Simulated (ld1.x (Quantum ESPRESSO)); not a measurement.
# Reading a pseudo-wave (O)

Columns: radius, all-electron u(r) and pseudo u(r) of the 2s shell (level -31.26 eV) of oxygen in the configuration [He] 2s2 2p3.5; BLYP, scalar-relativistic, TM scheme, ld1.x (Quantum ESPRESSO) 7.5.

```tsv
r (bohr)	all-electron	pseudo
0.053	0.3531	-0.0545
0.105	0.4313	-0.1089
0.158	0.3619	-0.1664
0.210	0.2197	-0.2259
0.262	0.0469	-0.2898
0.315	-0.1347	-0.3610
0.368	-0.3066	-0.4396
0.420	-0.4581	-0.5243
0.473	-0.5915	-0.6162
0.525	-0.7009	-0.7068
0.578	-0.7908	-0.7913
0.630	-0.8592	-0.8592
0.683	-0.9106	-0.9106
0.735	-0.9451	-0.9451
0.788	-0.9663	-0.9663
0.840	-0.9753	-0.9753
0.893	-0.9744	-0.9744
0.945	-0.9654	-0.9654
0.998	-0.9496	-0.9496
1.050	-0.9287	-0.9287
1.102	-0.9037	-0.9037
1.155	-0.8751	-0.8751
1.208	-0.8440	-0.8440
1.260	-0.8119	-0.8119
1.313	-0.7782	-0.7782
1.365	-0.7445	-0.7445
```

(1) How many radial nodes do the two functions have?

(2) At about which radius was the pseudo-wave matched?

(3) Where does each function peak?

(4) Is the pseudo-wave norm-conserving?

Results:

(1) The all-electron 2s function has n − l − 1 = 1; the pseudo-wave has 0, since the states of the same l below it are removed with the core.

(2) 0.65 bohr, where the columns begin to agree (steps of 0.05 bohr).

(3) Outermost all-electron maximum near 0.84 bohr, pseudo maximum near 0.84 bohr (to the table’s step).

(4) Yes: the TM scheme keeps the norm inside the radius equal to the all-electron one, which fixes the energy derivative of the logarithmic derivative at the level.
